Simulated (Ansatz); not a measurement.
Computed with Ansatz on PBE0-D4/def2-TZVP structures; ΔE is electronic, products minus reactants. CCSD(T)/CBS is the MP2 limit (def2-TZVPP, def2-QZVPP) plus CCSD(T) − MP2 in def2-TZVPP, frozen cores. Functionals use def2-TZVPP. One conformer a species, not always the lowest.

`[SiH3][SiH]1CO[SiH2]1` + `S[SiH2]S` → `[SiH3]S[SiH2]S` + `C1O[SiH2][SiH2]1`  (cleavage of the Si–Si bond)

| level | ΔE (kJ/mol) |
| --- | --- |
| r2SCAN-D4 | -50.5 |
| B2PLYP | -52.9 |
| HF/def2-TZVPP | -57.6 |
| HF/def2-QZVPP | -58.1 |

(1) What does CCSD(T)/CBS give? (Best estimate.)

Largest T1 diagnostic among the species: 0.014.

Answers

(1) Computed: -54.6 kJ/mol. The listed levels differ from it by 4.1, 1.7, -3.0, -3.5 kJ/mol.

From PBE to PBE0 (25 % exact exchange), in def2-TZVPP and without D4, ΔE moves by −4.3 kJ/mol. The D4 term adds −4.6 kJ/mol with B3LYP and −2.2 kJ/mol with PBE0; it sums over pairs of atoms, weighted by their polarisabilities, and B3LYP, whose exchange is more repulsive, gets the larger term.

B3LYP here is the variant with VWN-RPA as its local correlation; programs differ in this.
